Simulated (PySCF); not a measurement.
```xyz
6

O      2.8881    -0.1197     0.2485
C      1.7402    -0.0204     0.0826
C      0.4828     0.1150    -0.1008
Si    -1.1591     0.0343    -0.3238
H     -1.9391    -1.2239    -0.3500
H     -2.0125     1.2259    -0.5204
```

Charge 0, multiplicity 1.

Problem. Give the Mulliken and meta-Löwdin atomic charges from PBE-D3(BJ)/def2-TZVP // PBE0-D3(BJ)/def2-TZVP in PySCF.

Solution. 
```tsv
atom	Mulliken (e)	meta-Löwdin (e)
O1	-0.13	-0.27
C2	0.12	0.38
C3	-0.26	-0.57
Si4	0.24	0.60
H5	0.01	-0.07
H6	0.02	-0.07
```
